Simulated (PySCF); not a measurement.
phosphoric acid cation (H₃O₄P), SMILES O=P(O)(O)O (connectivity only; charge and spin as stated), charge +1, multiplicity 2. Geometry: PBE-D3(BJ)/def2-SVP. The spin state was assumed, not searched. The values are those of a single conformer.

All values below come from PySCF 2.14.0 with PBE-D3(BJ)/def2-SVP.

Harmonic wavenumbers (cm⁻¹): 164, 237, 267, 332, 362, 369, 374, 393, 797, 828, 840, 874, 888, 1045, 1081, 3572, 3613, 3627. Rotational constants (GHz): 4.740, 4.354, 3.993; symmetry number 1.

**Question.** Work out the zero-point energy and the ideal-gas rigid-rotor harmonic-oscillator thermochemistry at 298.15 K and 1 atm.

**Answer.** ZPE = ½ Σ hcν = ½ × 19661 cm⁻¹ = 28.11 kcal/mol. H − E(el) = 32.80 kcal/mol. Entropy in cal/(mol K): translation 39.66, rotation 25.77, vibration 12.47, spin 1.38, total 79.28. G − E(el) = 9.16 kcal/mol. Cp = 24.59 cal/(mol K).
